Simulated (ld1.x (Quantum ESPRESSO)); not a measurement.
**Reading a pseudo-wave (cadmium)**

Columns: radius, all-electron u(r) and pseudo u(r) of the 4d shell (level -11.73 eV) of cadmium in the configuration [Kr] 4d10 5s2 5p0; PBE, scalar-relativistic, RRKJ scheme, ld1.x (Quantum ESPRESSO) 7.5.

```
r (bohr)  all-electron   pseudo
   0.138        0.3717  -0.0121
   0.275        0.4169  -0.0871
   0.413        0.0088  -0.2529
   0.550       -0.4283  -0.4827
   0.688       -0.7353  -0.7185
   0.825       -0.8943  -0.8934
   0.963       -0.9438  -0.9747
   1.100       -0.9244  -0.9651
   1.238       -0.8674  -0.8966
   1.375       -0.7938  -0.8064
   1.513       -0.7145  -0.7170
   1.650       -0.6372  -0.6373
   1.788       -0.5642  -0.5642
   1.925       -0.4979  -0.4979
   2.062       -0.4383  -0.4383
   2.200       -0.3848  -0.3848
   2.338       -0.3375  -0.3375
   2.475       -0.2961  -0.2961
   2.613       -0.2594  -0.2594
   2.750       -0.2274  -0.2274
   2.888       -0.1991  -0.1991
   3.025       -0.1745  -0.1745
   3.162       -0.1530  -0.1530
   3.300       -0.1340  -0.1340
   3.438       -0.1173  -0.1173
   3.575       -0.1028  -0.1028
```

(1) How many radial nodes do the two functions have?

(2) At about which radius was the pseudo-wave matched?

(3) Is the pseudo-wave norm-conserving?

## Answers

(1) The all-electron 4d function has n − l − 1 = 1; the pseudo-wave has 0, since the states of the same l below it are removed with the core.

(2) 1.70 bohr, where the columns begin to agree (steps of 0.14 bohr).

(3) Yes: the RRKJ scheme keeps the norm inside the radius equal to the all-electron one, which fixes the energy derivative of the logarithmic derivative at the level.
